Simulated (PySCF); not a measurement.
## Debugging a PySCF script (KSe⁻)

```python
from pyscf import gto, scf, mp

mol = gto.M(
    atom='K 0 0 0; Se 0 0 2.939',
    basis='6-31g*',
    charge=-1,
    spin=0,
    symmetry=True,
    verbose=4,
)
mf = scf.RHF(mol)
mf.diis = False
mf.kernel()
mp.MP2(mf, frozen=14).kernel()
mf.dip_moment()
print('orbital energies (hartree):', mf.mo_energy[..., max(0, mol.nelec[1]-3):mol.nelec[0]+3].round(4))
```

```bash
$ python input.py
```

The log, shortened:

```
[earlier lines left out]
Init E(MP2) = -0.194778376726994
cycle = 1  E_corr(MP2) = -0.2112315859888  dE = -0.0164532093  norm(t2) = 2.66729
cycle = 2  E_corr(MP2) = -2.27874275775119  dE = -2.06751117  norm(t2) = 115.962
cycle = 3  E_corr(MP2) = -2.49999918267603  dE = -0.221256425  norm(t2) = 245.961
cycle = 4  E_corr(MP2) = -1.32858857384991  dE = 1.17141061  norm(t2) = 956.079
cycle = 5  E_corr(MP2) = -1.40636433519765  dE = -0.0777757613  norm(t2) = 257.561
cycle = 6  E_corr(MP2) = -1.40883248135858  dE = -0.00246814616  norm(t2) = 393.898
cycle = 7  E_corr(MP2) = -1.37111804716532  dE = 0.0377144342  norm(t2) = 264.343
cycle = 8  E_corr(MP2) = -2.19809426524742  dE = -0.826976218  norm(t2) = 304.107
cycle = 9  E_corr(MP2) = -2.07908440998131  dE = 0.119009855  norm(t2) = 3011.99
cycle = 10  E_corr(MP2) = -0.608434395287954  dE = 1.47065001  norm(t2) = 2745
[30 cycles left out]
cycle = 41  E_corr(MP2) = -523.993693962892  dE = 1018.84399  norm(t2) = 9.39117e+06
cycle = 42  E_corr(MP2) = -9071.09287933446  dE = -8547.09919  norm(t2) = 9.6131e+06
cycle = 43  E_corr(MP2) = -13941.8574751061  dE = -4870.7646  norm(t2) = 4.03436e+07
cycle = 44  E_corr(MP2) = 20239.9663394007  dE = 34181.8238  norm(t2) = 5.03387e+07
cycle = 45  E_corr(MP2) = 0  dE = -20239.9663  norm(t2) = 9.52652e+07
cycle = 46  E_corr(MP2) = 0  dE = 0  norm(t2) = 1.34346
cycle = 47  E_corr(MP2) = 0  dE = 0  norm(t2) = 1.34346
cycle = 48  E_corr(MP2) = 0  dE = 0  norm(t2) = 1.34346
cycle = 49  E_corr(MP2) = 0  dE = 0  norm(t2) = 1.34346
cycle = 50  E_corr(MP2) = 0  dE = 0  norm(t2) = 1.34346
E(RMP2) = -2994.6948224573  E_corr = 0
E(SCS-RMP2) = -2994.6948224573  E_corr = 0
E_corr(same-spin) = 0
E_corr(oppo-spin) = 0

WARN: System has nonzero charge -1; the dipole moment is origin-dependent.
Location of origin: [0. 0. 0.]

Dipole moment(X, Y, Z, Debye):  0.00000,  0.00000, 83.52231
orbital energies (hartree): [0.0578 0.119  0.119  0.1393 0.2089 0.217 ]
```

**Question.** Which setting is at fault, why, and what does a mended input give?

**Answer.** The DIIS space (off): without DIIS the plain iteration does not settle within the cycle limit. With this edit
```diff
- mf.diis = False
```
the run finishes: E(SCF) = -2998.664629 Eh, 13 cycles, E(MP2) − E(SCF) = -0.29187 Eh.

The basis has no diffuse functions, which an anion needs. Stability towards an unrestricted solution was not tested. The bond length is a typed value, not an optimised one. The dipole of an ion depends on the origin.
